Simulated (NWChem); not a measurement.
# BeCl, doublet; SMILES [Be][Cl]

Computed with NWChem. Spin-unrestricted. All runs use the structure optimised with PBE0/def2-SVP, spin-unrestricted. The spin multiplicity was typed, not searched, and may not be the lowest. No stability test was run on the SCF state. Total energies compare along this basis series because the functional is fixed.

```json
[
 {"level": "UHF/cc-pVDZ", "basis functions": "32", "energy (Ha)": "-474.1752", "highest occupied level (eV)": "-9.21", "lowest empty minus highest occupied level, either spin (eV)": "10.10", "dipole (D)": "1.21", "<S²>": "0.751", "relative time": "1"},
 {"level": "UHF/aug-cc-pVDZ", "basis functions": "50", "energy (Ha)": "-474.1775", "highest occupied level (eV)": "-9.25", "lowest empty minus highest occupied level, either spin (eV)": "9.44", "dipole (D)": "1.28", "<S²>": "0.751", "relative time": "1"},
 {"level": "UHF/cc-pVTZ", "basis functions": "64", "energy (Ha)": "-474.1917", "highest occupied level (eV)": "-9.22", "lowest empty minus highest occupied level, either spin (eV)": "9.82", "dipole (D)": "1.24", "<S²>": "0.751", "relative time": "2"},
 {"level": "UHF/aug-cc-pVTZ", "basis functions": "96", "energy (Ha)": "-474.1923", "highest occupied level (eV)": "-9.23", "lowest empty minus highest occupied level, either spin (eV)": "9.38", "dipole (D)": "1.26", "<S²>": "0.751", "relative time": "4"},
 {"level": "UHF/cc-pVQZ", "basis functions": "114", "energy (Ha)": "-474.1961", "highest occupied level (eV)": "-9.22", "lowest empty minus highest occupied level, either spin (eV)": "9.75", "dipole (D)": "1.27", "<S²>": "0.751", "relative time": "8"}
]
```

Times are rough ratios from one shared machine.
